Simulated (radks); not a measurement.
Neutral praseodymium inside a hard spherical wall (all orbitals vanish at R), configuration held at [Xe] 4f3 6s2 and not refilled when levels cross. Calculated with a radial shooting solver on a logarithmic mesh with Libxc functionals: scalar-relativistic Kohn-Sham, PBE, spin-polarised, spherical densities, finite nucleus; open shells are filled with parallel spins first (spin-orbit coupling, left out, can overturn this in heavy ions); Fermi nuclear charge, rms radius 4.8919 fm. Eigenvalues in eV for spin up, with the zero of energy where the potential of the charges vanishes at infinity; a dash marks a level that is unbound or too diffuse for the functional's potential to be trusted. A positive occupied level is held by the wall or, in an anion where self-interaction has pushed it up, behind a barrier. The pressure on the wall is -dE/dV.

R (bohr)  E (hartree)  kinetic (hartree)    e(5s)    e(5p)   e(6s)  e(5d, empty)   e(4f)  e(6p, empty)  pressure (GPa)
free       -9236.9123           9809.355  -39.527  -21.866  -3.520        -2.166  -1.846        -1.270               0
15         -9236.9122           9809.356  -39.522  -21.861  -3.516        -2.161  -1.841        -1.250        0.000417
12         -9236.9115           9809.363  -39.468  -21.807  -3.476        -2.114  -1.787        -1.140          0.0110
10         -9236.9077           9809.392  -39.275  -21.617  -3.321        -1.947  -1.597        -0.820          0.0955
7          -9236.8483           9809.690  -37.938  -20.319  -1.871        -0.721  -0.264         1.619            2.68
6          -9236.7565           9810.062  -36.796  -19.232  -0.125         0.456   0.909         4.311            9.19
5          -9236.5110           9810.991  -34.805  -17.363   3.924         2.777   3.053        10.169            37.5
4          -9235.7213           9813.974  -30.624  -13.330  15.020         8.334   7.909        24.889             209
